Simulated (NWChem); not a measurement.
# C₂H₆Si₂; SMILES C1=C[SiH2][SiH2]1

```xyz
10

C      0.6780     0.0000     1.2706
C     -0.6780     0.0000     1.2706
Si    -1.1712     0.0000    -0.5554
Si     1.1712     0.0000    -0.5554
H      1.2790     0.0000     2.1902
H     -1.2790     0.0000     2.1902
H     -1.9216     1.2095    -1.0187
H     -1.9216    -1.2095    -1.0187
H      1.9216    -1.2095    -1.0187
H      1.9216     1.2095    -1.0187
```
Atoms are numbered in this order, from 1.

Computed with NWChem. The geometry was optimised at PBE0/def2-SVP. Level M06-2X/def2-SVP: energy and gradient on several grids; changes count from the extra-fine grid, which is no exact limit either.

Task: Which is the coarsest grid (medium; xfine; coarse; xcoarse; fine) from which on the energy stays within 50 μHa and each gradient component within 100 μHa/bohr of xfine?

Result: fine.
```tsv
grid	size of the energy change (μHa)	largest change of a gradient component (μHa/bohr)	time, medium = 1 (rough)
xcoarse	200	3000	about 1
coarse	100	900	about 1
medium	20	300	about 1
fine	< 10	30	about 1
xfine	< 10	< 30	2
```
